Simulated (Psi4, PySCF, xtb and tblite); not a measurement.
Torsional profile of SMILES C[SiH2]Br. Scanned: dihedral H4–C1–Si2–Br3; all other coordinates were relaxed at GFN2-xTB. Heavy atoms are numbered in the order of the SMILES C[SiH2]Br, hydrogens after them in the order of the atoms that carry them; the mirror image has the same energies with the sign of each dihedral reversed.

- RKS-B3LYP/6-31G* = PySCF with restricted B3LYP/6-31G*, spherical d // GFN2-xTB
- GFN2-xTB (xtb and tblite)
- wB97X-D/def2-TZVP // GFN2-xTB (Psi4)

Energies in kcal/mol, each method relative to its own lowest point.

```csv
φ / °,RKS-B3LYP/6-31G*,GFN2-xTB,wB97X-D/def2-TZVP
0,1.42,[?],1.49
10,1.33,0.77,1.39
20,1.07,0.62,1.12
30,0.70,[?],0.74
40,0.34,0.20,0.35
50,[?],[?],0.09
60,0.00,0.00,0.00
70,0.08,0.05,0.09
80,0.33,0.20,0.35
90,0.68,0.40,0.73
100,1.05,[?],1.11
110,1.33,0.77,1.39
```

Task: Complete the blanks.

Result: 
- 0, GFN2-xTB: 0.83
- 30, GFN2-xTB: 0.41
- 50, RKS-B3LYP/6-31G*: 0.08
- 50, GFN2-xTB: 0.05
- 100, GFN2-xTB: 0.61
